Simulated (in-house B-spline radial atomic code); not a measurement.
# RPA and G0W0 on PBE: Rb IX (Rb8+)

Configuration [Ar] 3d10 4s1, highest spin, mean-field start PBE. Computed with a B-spline radial code for spherical atoms: all electrons, non-relativistic, point nucleus, each spin shell either full or empty, empty states to l = 9 with an (l + 1/2)⁻⁴ tail; G0W0 by contour deformation at full frequency.

Without relativity these are model numbers: it shifts the levels of so heavy an element strongly and can reorder them.

Command:
```bash
python run_gw.py task.json out
```
Settings (radii: box in bohr, nucleus in fm):
```
Z                        37
electrons                29
configuration            [Ar] 3d10 4s1
hamiltonian              nr
method                   pbe,pbe
lmax                     9
spin_polarised           True
box_radius               7.7
intervals                49
ion_configuration        [Ar] 3d10
```

Run time, properties included: 2.5 s on 1 thread of Arm Neoverse V2, on a shared host.

Energies (hartree):

| term | value |
| --- | --- |
| mean-field total | -2921.20992 |
| Hartree-Fock functional on these orbitals | -2920.14566 |
| direct second order | -2.45 |
| second-order exchange | 0.72209 |
| SOSEX correction | 0.67497 |

(1) What is the RPA correlation energy, and what remains with SOSEX?

Quasi-particle levels (eV):

```csv
level,occupied,mean field,Σx - vxc,Σc,QP weight,G0W0
4s up,yes,-141.59,-5.88,?,?,?
3d down,yes,-236.34,-22.65,3.05,0.963,-255.93
3d up,yes,-236.73,-22.60,3.06,0.962,-256.28
3p down,yes,-352.85,-34.69,7.95,0.886,-379.59
4s down,no,-139.19,11.10,-2.97,0.960,-131.06
```

G0W0 = mean field + (Σx - vxc) + Σc, with Σc (partial-wave tail included) taken at the quasi-particle energy. Only the outer levels were computed.

(2) Where does G0W0 put 4s up?

(3) What does it cost to remove one electron (to [Ar] 3d10) by differences of total energies, each species on its own start (correlation terms add to the Hartree-Fock functional)?

## Answers

(1) RPA gives -2.1917 hartree (-2.06 eV per electron); RPA + SOSEX gives -1.5167, and the second-order doubles -1.7279 hartree (no singles). RPA lacks exchange-type terms and so overcorrelates at short range.

(2) At -149.54 eV, with Σc = -2.07 eV and a quasi-particle weight of 0.977. The tabulated removal energy is 150.628 ± 0.025 eV (NIST, measured); the calculation leaves out relativity, Breit and QED terms, and what these don't explain is the method's own error.

(3) PBE 149.82 eV, Hartree-Fock functional 147.11 eV, + RPA 149.09 eV, + RPA + SOSEX 148.21 eV, + second order 148.59 eV. Tabulated: 150.628 ± 0.025 eV (NIST, measured); the calculation leaves out relativity, Breit and QED terms, and what these don't explain is the method's own error.
